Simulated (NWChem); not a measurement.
System: C3H6OS; SMILES C[C@@H]1OCS1

Parts of the log:

```
             Northwest Computational Chemistry Package (NWChem) 7.3.0
             --------------------------------------------------------

 C1  symmetry detected

                             Geometry "geometry" -> ""
                             -------------------------

 Output coordinates in angstroms (scale by  1.889725989 to convert to a.u.)

  No.       Tag          Charge          X              Y              Z
 ---- ---------------- ---------- -------------- -------------- --------------
    1 C                    6.0000     0.38331031     1.91343988     0.28673688
    2 C                    6.0000    -0.00040267     0.67286748    -0.46842093
    3 O                    8.0000    -1.26702832     0.16601914    -0.09014047
    4 C                    6.0000    -0.90598962    -1.15587205     0.22390229
    5 S                   16.0000     0.89411588    -0.88216075    -0.00959440
    6 H                    1.0000     1.38996651     2.24790448    -0.00671697
    7 H                    1.0000     0.36934344     1.72427120     1.36924834
    8 H                    1.0000    -0.33007101     2.72048104     0.05392124
    9 H                    1.0000     0.04984115     0.84175054    -1.56057898
   10 H                    1.0000    -1.18783315    -1.43853738     1.25273420
   11 H                    1.0000    -1.32238260    -1.89206280    -0.48728320

 Effective nuclear repulsion energy (a.u.)     236.5466333103

  xc_inp: hfexch multiplicative factor not found.

                                 NWChem DFT Module
                                 -----------------

 Summary of "ao basis" -> "ao basis" (spherical)
 ------------------------------------------------------------------------------
       Tag                 Description            Shells   Functions and Types
 ---------------- ------------------------------  ------  ---------------------
 C                         def2-tzvp                11       31   5s3p2d1f
 O                         def2-tzvp                11       31   5s3p2d1f
 S                         def2-tzvp                13       37   5s5p2d1f
 H                         def2-tzvp                 4        6   3s1p

            General Information
            -------------------
          SCF calculation type: DFT
          Wavefunction type:  closed shell.
          No. of atoms     :    11
          No. of electrons :    48
           Alpha electrons :    24
            Beta electrons :    24
          Charge           :     0
          Spin multiplicity:     1
          Use of symmetry is: off; symmetry adaption is: off
          Maximum number of iterations: 150
          AO basis - number of functions:   197
                     number of shells:    81
          Convergence on energy requested:  1.00D-06
          Convergence on density requested:  1.00D-05
          Convergence on gradient requested:  5.00D-04

              XC Information
              --------------
                     Hartree-Fock (Exact) Exchange  1.000

      Superposition of Atomic Density Guess
      -------------------------------------

 Sum of atomic energies:        -588.27664839

      Non-variational initial energy
      ------------------------------

 Total energy =    -591.044517
 1-e energy   =   -1277.234164
 2-e energy   =     449.643014
 HOMO         =      -0.256360
 LUMO         =       0.005553

------------------------------------------------------------
EAF file 0: "./job.aoints.0" size=973078528 bytes
------------------------------------------------------------
               write      read    awrite     aread      wait
               -----      ----    ------     -----      ----
     calls:     1856         0         0         0         0
   data(b): 9.73e+08  0.00e+00  0.00e+00  0.00e+00
   time(s): 0.00e+00  0.00e+00  0.00e+00  0.00e+00  0.00e+00
rate(mb/s): 0.00e+00  0.00e+00
------------------------------------------------------------

     ---------------------------------------------
      Total Density - Mulliken Population Analysis
     ---------------------------------------------

    Atom       Charge   Shell Charges
 -----------   ------   -------------------------------------------------------
    1 C    6     6.51   0.86  1.12  0.56  0.67  0.12  1.28  1.43  0.43  0.01  0.04  0.00
    2 C    6     5.66   0.86  1.12  0.52  0.63  0.07  0.97  1.10  0.21  0.03  0.14  0.01
    3 O    8     8.53   0.79  1.18  0.59  0.95  0.25  1.95  2.12  0.67  0.00  0.03  0.00
    4 C    6     5.86   0.86  1.12  0.52  0.65  0.10  1.01  1.17  0.30  0.02  0.10  0.01
    5 S   16    16.29   2.01  0.49  1.48  1.08  0.77  4.18  1.69  0.91  2.40  1.19  0.02  0.06  0.01
    6 H    1     0.83   0.24  0.44  0.13  0.02
    7 H    1     0.85   0.24  0.44  0.14  0.02
    8 H    1     0.83   0.24  0.44  0.13  0.02
    9 H    1     0.89   0.25  0.47  0.15  0.02
   10 H    1     0.87   0.25  0.47  0.14  0.02
   11 H    1     0.88   0.25  0.47  0.14  0.02

   convergence    iter        energy       DeltaE   RMS-Dens  Diis-err
 ---------------- ----- ----------------- --------- --------- ---------
 d= 0,ls=0.0,diis     1   -589.4431740044 -8.26D+02  2.57D-03  6.08D-01
 d= 0,ls=0.0,diis     2   -589.5113966153 -6.82D-02  9.22D-04  1.91D-01
 d= 0,ls=0.0,diis     3   -589.5299755548 -1.86D-02  4.48D-04  7.60D-03
 d= 0,ls=0.0,diis     4   -589.5316127212 -1.64D-03  1.26D-04  3.65D-04
 d= 0,ls=0.0,diis     5   -589.5317061181 -9.34D-05  6.54D-05  7.86D-05
  Resetting Diis
 d= 0,ls=0.0,diis     6   -589.5317257884 -1.97D-05  2.70D-05  6.86D-06
 d= 0,ls=0.0,diis     7   -589.5317285005 -2.71D-06  4.92D-06  6.88D-07
 d= 0,ls=0.0,diis     8   -589.5317286725 -1.72D-07  1.86D-06  1.63D-07

         Total DFT energy =     -589.531728672535
      One electron energy =    -1280.723967771875
           Coulomb energy =      505.663907520111
    Exchange-Corr. energy =      -51.018301731090
 Nuclear repulsion energy =      236.546633310319

 Numeric. integr. density =        0.000000000000

                       DFT Final Molecular Orbital Analysis
                       ------------------------------------

 Vector   22  Occ=2.000000D+00  E=-4.549230D-01
              MO Center= -6.1D-01, -7.2D-02, -2.7D-02, r^2= 2.5D+00
   Bfn.  Coefficient  Atom+Function         Bfn.  Coefficient  Atom+Function
  ----- ------------  ---------------      ----- ------------  ---------------
    70      0.332638   3 O  pz               73      0.306559   3 O  pz
    76      0.216979   3 O  pz              139     -0.145358   5 S  px
   141     -0.144112   5 S  pz               69      0.135354   3 O  py
    72      0.124400   3 O  py              187     -0.112934  10 H  s
   181      0.112094   9 H  s                39     -0.105302   2 C  pz

 Vector   23  Occ=2.000000D+00  E=-4.260806D-01
              MO Center=  1.6D-01, -3.5D-01, -1.1D-01, r^2= 3.0D+00
   Bfn.  Coefficient  Atom+Function         Bfn.  Coefficient  Atom+Function
  ----- ------------  ---------------      ----- ------------  ---------------
   139      0.301578   5 S  px              140     -0.225055   5 S  py
    68      0.220699   3 O  px               71      0.205368   3 O  px
   142      0.197229   5 S  px               74      0.151518   3 O  px
   143     -0.139628   5 S  py              136      0.135453   5 S  px
    37     -0.127682   2 C  px              128      0.123185   5 S  s

 Vector   24  Occ=2.000000D+00  E=-3.488995D-01
              MO Center=  6.3D-01, -7.6D-01, -2.4D-02, r^2= 2.4D+00
   Bfn.  Coefficient  Atom+Function         Bfn.  Coefficient  Atom+Function
  ----- ------------  ---------------      ----- ------------  ---------------
   141      0.466459   5 S  pz              144      0.372960   5 S  pz
   138      0.210851   5 S  pz              132     -0.165369   5 S  pz
   140      0.159923   5 S  py              143      0.129356   5 S  py
   193      0.104210  11 H  s               187     -0.099844  10 H  s
   181      0.098579   9 H  s               135     -0.084141   5 S  pz

 Vector   25  Occ=0.000000D+00  E= 1.195383D-01
              MO Center=  5.6D-01, -5.2D-01, -9.0D-02, r^2= 6.0D+00
   Bfn.  Coefficient  Atom+Function         Bfn.  Coefficient  Atom+Function
  ----- ------------  ---------------      ----- ------------  ---------------
    98      2.650723   4 C  s                36     -2.122131   2 C  s
     5     -1.630983   1 C  s               143      1.003836   5 S  py
   164      0.958949   6 H  s                44      0.884235   2 C  py
   194     -0.753708  11 H  s               182      0.741441   9 H  s
   188     -0.631024  10 H  s               176      0.570577   8 H  s

 Vector   26  Occ=0.000000D+00  E= 1.484065D-01
              MO Center= -2.8D-01,  5.6D-01,  1.9D-02, r^2= 1.0D+01
   Bfn.  Coefficient  Atom+Function         Bfn.  Coefficient  Atom+Function
  ----- ------------  ---------------      ----- ------------  ---------------
     5      4.667710   1 C  s                98      2.188552   4 C  s
   188     -1.601893  10 H  s               182     -1.592911   9 H  s
   170     -1.584970   7 H  s               176     -1.492042   8 H  s
   164     -1.423493   6 H  s                45     -1.299739   2 C  pz
   194     -1.152163  11 H  s                36     -0.640947   2 C  s

 Vector   27  Occ=0.000000D+00  E= 1.682389D-01
              MO Center= -4.4D-02,  2.1D-01, -6.6D-02, r^2= 8.6D+00
   Bfn.  Coefficient  Atom+Function         Bfn.  Coefficient  Atom+Function
  ----- ------------  ---------------      ----- ------------  ---------------
     5      5.020899   1 C  s                36     -3.470583   2 C  s
   129      1.378049   5 S  s               176     -1.365336   8 H  s
   164     -1.263147   6 H  s                98     -1.063109   4 C  s
   194      1.056561  11 H  s                43     -0.913668   2 C  px
   170     -0.870512   7 H  s                67     -0.853045   3 O  s

[...]
```

Level: Hartree-Fock/def2-TZVP. All runs use the structure optimised with PBE0/def2-SVP.

Q: Reconstruct the input file.

A: This is not unique; one that fits is the input that was run:
```
start job
memory heap 200 mb stack 900 mb global 1100 mb
geometry units angstroms noautoz
  C      0.392692     1.911253     0.296125
  C      0.005456     0.663861    -0.445886
  O     -1.259801     0.161061    -0.057751
  C     -0.897964    -1.157995     0.267108
  S      0.901274    -0.887188     0.023747
  H      1.398265     2.242570    -0.004525
  H      0.383068     1.732171     1.380398
  H     -0.321340     2.716378     0.058715
  H      0.051310     0.822554    -1.539764
  H     -1.175715    -1.430962     1.299665
  H     -1.317518    -1.900605    -0.435494
end
basis spherical
  * library def2-tzvp
end
dft
  xc hfexch
  iterations 150
  semidirect filesize 400000000
  mulliken
end
task dft energy
```
